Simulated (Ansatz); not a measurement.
`[OH][SnH2][Br]` + HCl → `[Cl][SnH2][Br]` + H₂O at 500 K and 1 bar (ligand exchange at the Sn–O bond).

Isolated molecules relaxed with PBE0-D4/def2-TZVP in Ansatz; ΔE leaves out vibrations. CCSD(T)/CBS is the MP2 limit (def2-TZVPP, def2-QZVPP) plus CCSD(T) − MP2 in def2-TZVPP, frozen cores. This one scheme is used for every species. Elements past krypton have def2 core potentials. For Br, Sn outer-core shells are correlated without core-valence functions, which leaves a few kJ/mol of doubt a bond. Scalar relativity is left out up to krypton. One conformer a species, not always the lowest.

```
         species  CCSD(T)/CBS energy (Eh)  H − E (kJ/mol)  S (J/(mol·K))
`[OH][SnH2][Br]`              -2864.37583           108.1          379.1
             HCl               -460.38127            32.5          201.9
`[Cl][SnH2][Br]`              -3248.40375            73.8          373.3
             H₂O                -76.37941            73.2          206.3
```

H − E and S are ideal-gas, rigid-rotor, harmonic terms from PBE0-D4/def2-TZVP, for one conformer and one mirror image of each species. 1 Eh = 2625.50 kJ/mol, R = 8.31446 J/(mol·K).

Question: By hand: ΔE, ΔH, ΔS and ΔG.

Answer: ΔE = (-3248.40375) + (-76.37941) − (-2864.37583) − (-460.38127) = -0.02606 Eh = -68.4 kJ/mol. Δ(H − E) = 73.8 + 73.2 − 108.1 − 32.5 = 6.4, so ΔH = -62.0 kJ/mol. ΔS = 373.3 + 206.3 − 379.1 − 201.9 = -1.4 J/(mol·K). ΔG = -62.0 − 500 × (-1.4)/1000 = -61.3 kJ/mol.

Question: By hand: the equilibrium constant, and the temperature at which ΔG would vanish if ΔH and ΔS stayed fixed.

Answer: log₁₀ K = −ΔG/(RT ln 10) = 6.4. ΔG = 0 at ΔH/ΔS = 44286 K, far beyond where these terms or the molecules hold.

The number of gas molecules stays the same, so ΔS is small and ΔH decides. A doubt of 5 kJ/mol in ΔE shifts log₁₀ K by 0.5 here. Other conformers and mirror images would add mixing entropy, several J/(mol·K) or more a flexible species. These are equilibria of isolated gas molecules and say nothing of rates. Largest T1 diagnostic: 0.011 (customary marks: 0.02 for closed shells, 0.045 for open ones).
